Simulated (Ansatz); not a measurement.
Program: Ansatz. Geometries: PBE0-D4/def2-TZVP. ΔE: electronic, gas phase. CCSD(T)/CBS adds triple-zeta CCSD(T) − MP2 to the extrapolated MP2 energy (def2 sets, frozen cores). Functionals use def2-TZVPP. B3LYP here is the variant with VWN-RPA as its local correlation; programs differ in this. One conformer a species, not always the lowest.

Consider the ligand exchange at the Si–C bond: `C[SiH2]C[SiH2]F` + `O[SiH](O)O` → `O[SiH](O)O[SiH2]F` + `C[SiH2]C`.

```json
{"level": "PBE-D4", "ΔE (kJ/mol)": "-100.7", "difference from CCSD(T)/CBS": "14.5"}
{"level": "r2SCAN-D4", "ΔE (kJ/mol)": "-113.5", "difference from CCSD(T)/CBS": "1.7"}
{"level": "B3LYP-D4", "ΔE (kJ/mol)": "-117.6", "difference from CCSD(T)/CBS": "-2.4"}
{"level": "ωB97X-V", "ΔE (kJ/mol)": "-112.9", "difference from CCSD(T)/CBS": "2.3"}
{"level": "B3LYP", "ΔE (kJ/mol)": "-121.5", "difference from CCSD(T)/CBS": "-6.3"}
{"level": "HF/def2-TZVPP", "ΔE (kJ/mol)": "-139.3", "difference from CCSD(T)/CBS": "-24.1"}
{"level": "CCSD/def2-TZVPP", "ΔE (kJ/mol)": "-118.9", "difference from CCSD(T)/CBS": "-3.7"}
{"level": "CCSD(T)/def2-TZVPP", "ΔE (kJ/mol)": "-115.5", "difference from CCSD(T)/CBS": "-0.3"}
{"level": "MP2/def2-QZVPP", "ΔE (kJ/mol)": "-116.3", "difference from CCSD(T)/CBS": "-1.1"}
{"level": "SCS-MP2/def2-QZVPP", "ΔE (kJ/mol)": "-121.3", "difference from CCSD(T)/CBS": "-6.1"}
{"level": "CCSD(T)/CBS", "ΔE (kJ/mol)": "-115.2", "difference from CCSD(T)/CBS": "0"}
```

Largest T1 diagnostic among the species: 0.012.

From PBE to PBE0 (25 % exact exchange), in def2-TZVPP and without D4, ΔE moves by −4.8 kJ/mol. In def2-TZVPP, CCSD(T) changes the Hartree–Fock value by +23.8 kJ/mol (the triples alone add +3.4 kJ/mol) and MP2 by +23.8 kJ/mol. The D4 term adds +3.9 kJ/mol with B3LYP and +2.1 kJ/mol with PBE0; it sums over pairs of atoms, weighted by their polarisabilities, and B3LYP, whose exchange is more repulsive, gets the larger term.
